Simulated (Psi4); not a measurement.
trifluoromethane (CHF₃), singlet, geometry from GFN2-xTB; MP2/3-21G (Psi4).

Psi4 was given this input:
```
memory 2 GB

molecule mol {
0 1
  C     0.001846    0.001479    0.337026
  H     0.007891    0.006322    1.440843
  F     0.027274    1.242683   -0.133867
  F     1.061987   -0.646440   -0.131245
  F    -1.091368   -0.597932   -0.119665
}

set basis 3-21g
set reference rhf

energy('mp2')
print_variables()
```

Question: Predict the main parts of the log of this Psi4 run.

Answer: 
```
    SCF Algorithm Type (re)set to DF.

   => Loading Basis Set <=

    Name: 3-21G
    Role: ORBITAL
    Keyword: BASIS

         ---------------------------------------------------------
                                   SCF
               by Justin Turney, Rob Parrish, Andy Simmonett
                          and Daniel G. A. Smith
                              RHF Reference
         ---------------------------------------------------------

  ==> Geometry <==

    Molecular point group: c1
    Full point group: C1

    Geometry (in Angstrom), charge = 0, multiplicity = 1:

       Center              X                  Y                   Z               Mass
    ------------   -----------------  -----------------  -----------------  -----------------
         C            0.001987777970     0.001592835538     0.362935147271    12.000000000000
         H            0.008032777970     0.006435835538     1.466752147271     1.007825032230
         F            0.027415777970     1.242796835538    -0.107957852729    18.998403162730
         F            1.062128777970    -0.646326164462    -0.105335852729    18.998403162730
         F           -1.091226222030    -0.597818164462    -0.093755852729    18.998403162730

  Running in c1 symmetry.

  Rotational constants: A =      0.34818  B =      0.34818  C =      0.19126 [cm^-1]
  Rotational constants: A =  10438.06046  B =  10438.05640  C =   5733.71343 [MHz]
  Nuclear repulsion =  134.277046098897102

  Charge       = 0
  Multiplicity = 1
  Electrons    = 34
  Nalpha       = 17
  Nbeta        = 17

  ==> Algorithm <==

  SCF Algorithm Type is DF.
  DIIS enabled.
  MOM disabled.
  Fractional occupation disabled.
  Guess Type is SAD.
  Energy threshold   = 1.00e-08
  Density threshold  = 1.00e-08
  Integral threshold = 1.00e-12

  ==> Primary Basis <==

  Basis Set: 3-21G
    Blend: 3-21G
    Number of shells: 22
    Number of basis functions: 38
    Number of Cartesian functions: 38
    Spherical Harmonics?: false
    Max angular momentum: 1

   => Loading Basis Set <=

    Name: (3-21G AUX)
    Role: JKFIT
    Keyword: DF_BASIS_SCF

  ==> Integral Setup <==

  SCF_SUBTYPE=INCORE selected. In-core MEM_DF algorithm will be used.
  Using in-core AOs.

  ==> MemDFJK: Density-Fitted J/K Matrices <==

    J tasked:                   Yes
    K tasked:                   Yes
    wK tasked:                   No
    Algorithm:                 Core
    Schwarz Cutoff:           1E-12
[...]
  @DF-RHF Final Energy:  -334.94971387848415
    Total Energy =                       -334.9497138784841468
[...]

  //>>>>>>>>>>>>>>>>>>>>>>>>>>>>>>>>>>>//
  //               DFMP2               //
  //<<<<<<<<<<<<<<<<<<<<<<<<<<<<<<<<<<<//

   => Loading Basis Set <=

    Name: (3-21G AUX)
    Role: RIFIT
    Keyword: DF_BASIS_MP2

	 --------------------------------------------------------
	                          DF-MP2
	      2nd-Order Density-Fitted Moller-Plesset Theory

	        Rob Parrish, Justin Turney, Andy Simmonett,
	           Ed Hohenstein, and C. David Sherrill
	 --------------------------------------------------------

   => Auxiliary Basis Set <=

  Basis Set: (3-21G AUX)
    Blend: DEF2-SVP-RI
    Number of shells: 70
    Number of basis functions: 206
    Number of Cartesian functions: 235
    Spherical Harmonics?: true
    Max angular momentum: 3

	 --------------------------------------------------------
	                 NBF =    38, NAUX =   206
	 --------------------------------------------------------
	   CLASS    FOCC     OCC    AOCC    AVIR     VIR    FVIR
	   PAIRS       0      17      17      21      21       0
	 --------------------------------------------------------

	-----------------------------------------------------------
	 ==================> DF-MP2 Energies <====================
	-----------------------------------------------------------
	 Reference Energy          =    -334.9497138784841468 [Eh]
	 Singles Energy            =      -0.0000000000000000 [Eh]
	 Same-Spin Energy          =      -0.1159427435267982 [Eh]
	 Opposite-Spin Energy      =      -0.3280540134436743 [Eh]
	 Correlation Energy        =      -0.4439967569704725 [Eh]
	 Total Energy              =    -335.3937106354546245 [Eh]
	-----------------------------------------------------------
	 ================> DF-SCS-MP2 Energies <==================
	-----------------------------------------------------------
	 SCS Same-Spin Scale       =       0.3333333333333333 [-]
	 SCS Opposite-Spin Scale   =       1.2000000000000000 [-]
	 SCS Same-Spin Energy      =      -0.0386475811755994 [Eh]
	 SCS Opposite-Spin Energy  =      -0.3936648161324092 [Eh]
	 SCS Correlation Energy    =      -0.4323123973080086 [Eh]
	 SCS Total Energy          =    -335.3820262757921569 [Eh]
	-----------------------------------------------------------

  Variable Map:
  ----------------------------------------------------------------------------
[...]
  Array Variable Map:
  ----------------------------------------------------------------------------
[...]
[...]
```
